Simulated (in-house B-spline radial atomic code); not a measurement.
A fraction x of an electron is removed from 4d in In2+, starting from [Kr] 4d10 5s1 and keeping the highest spin. All numbers are computed (scalar-relativistic (X2C) BHandHLYP, spin-polarised, spherical fractional occupations; Fermi nucleus of rms radius 4.6156 fm) with a B-spline radial code for spherical atoms, not measured.

Caution: exact exchange at fractional occupations of open shells leaves self-interaction of up to several eV.

| x | E(x) - E(0) (eV) | 4d down level (eV) |
| --- | --- | --- |
| 0 | 0.0000 | -41.177 |
| 0.05 | 2.0757 | -41.850 |
| 0.14 | 5.8969 | -43.069 |
| 0.25 | 10.7170 | -44.571 |
| 0.42 | 18.4931 | -46.919 |
| 0.5 | 22.2912 | -48.034 |
| 0.55 | ? | ? |
| 0.66 | 30.1564 | -50.285 |
| 0.82 | ? | ? |
| 0.96 | 45.8834 | -54.576 |
| 1 | 48.0780 | -55.155 |

(1) What belongs in the row x = 0.55?

(2) What belongs in the row x = 0.82?

(3) Check Janak's theorem between x = 0.05 and 0.14.

## Answers

(1) An energy change of 24.7104 eV; 4d down at -48.735 eV.

(2) An energy change of 38.3839 eV; 4d down at -52.563 eV.

(3) The slope of the energy is 42.46 eV; the orbital levels give 42.46 eV (-ε of the emptying orbital, averaged over the two points).
